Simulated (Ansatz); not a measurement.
Cost and result for the atomization energy of CH7ClGeSi, SMILES `C[SiH2][GeH2][Cl]` (11 atoms, 10 bonds).

Cartesian coordinates in Å:
```
C 0.213 -1.516 -0.786
Si -0.571 0.181 -0.748
Ge 0.265 1.400 1.121
Cl 0.011 0.081 2.834
H 1.293 -1.443 -0.930
H -0.202 -2.113 -1.601
H 0.028 -2.037 0.155
H -2.048 0.096 -0.597
H -0.268 0.955 -1.984
H 1.773 1.706 1.065
H -0.497 2.689 1.470
```

Total charge 0; spin multiplicity 1. Correlated methods include outer-core shells of Ge, which these sets cover unevenly. Scalar relativity is left out up to krypton. The geometry is a stationary point of PBE0-D4/def2-TZVP. It is one conformer, not always the lowest. Program: Ansatz. All runs use 4 threads of an Arm Neoverse V2 on a shared host. Times are those of one run each, without the atoms' runs, and a repeat can differ threefold. Electronic energies, without spin–orbit coupling; frozen cores. CCSD(T)/CBS adds CCSD(T) − MP2 in def2-TZVPP to the MP2 limit, and its time is that of the two runs behind it. T1 = 0.011. With those shells the extrapolation isn't a true limit. B3LYP takes the VWN-RPA correlation (the form of Gaussian; ORCA's B3LYP/G).

CCSD(T)/CBS is a level of theory with its own doubt, some kJ/mol a heavy atom from the limit and from the frozen cores, so smaller differences don't rank the functionals.

```tsv
level	functions	wall time	atomization (kJ/mol)	difference from CCSD(T)/CBS	per bond
revPBE-D4/def2-TZVPP	261	2.5 s	3391.5	-74.2	-7.4
PBE-D4/def2-TZVPP (with forces)	261	2.9 s	3451.8	-13.9	-1.4
BHLYP-D4/def2-TZVPP	261	4.5 s	3402.2	-63.5	-6.3
CAM-B3LYP-D4/def2-TZVPP	261	5 s	3455.2	-10.5	-1.1
r2SCAN-D4/def2-TZVPP (with forces)	261	6.5 s	3467.3	1.6	0.2
B3LYP-D4/def2-TZVPP (with forces)	261	6.5 s	3442.5	-23.2	-2.3
B2PLYP/def2-TZVPP	261	7 s	3404.5	-61.2	-6.1
CCSD(T)/def2-SVP	117	7.5 s	3248.3	-217.4	-21.7
ωB97X-V/def2-TZVPP	261	11 s	3481.4	15.7	1.6
ωB97M-V/def2-TZVPP (with forces)	261	16 s	3454.4	-11.3	-1.1
MP2/def2-QZVPP	496	28 s	3429.4	-36.3	-3.6
CCSD(T)/def2-TZVPP	261	3.7 min	3391.0	-74.7	-7.5
CCSD(T)/CBS(def2)	–	4.2 min	3465.7	0.0	0.0
```

At CCSD(T), def2-SVP lies −217.4 kJ/mol from the extrapolated value and def2-TZVPP −74.7 kJ/mol: correlation converges slowly with the basis, and small sets miss more of it in the bonded molecule than in its fragments. From PBE to PBE0 (25 % exact exchange), in def2-TZVPP and without D4, the atomization energy moves by −8.7 kJ/mol: exact exchange takes away binding that semilocal exchange gives to molecules. Leaving LDA and LC-ωPBE aside and taking each functional with its dispersion term where it has one, the values, not all of them listed here, spread over 101.7 kJ/mol, from revPBE-D4 to B97M-V. LDA lies +429.2 kJ/mol from PBE without D4, its usual overbinding.

For some Ge, Se and Sn compounds the MP2-based and the directly extrapolated limit differ by 10 to 25 kJ/mol.
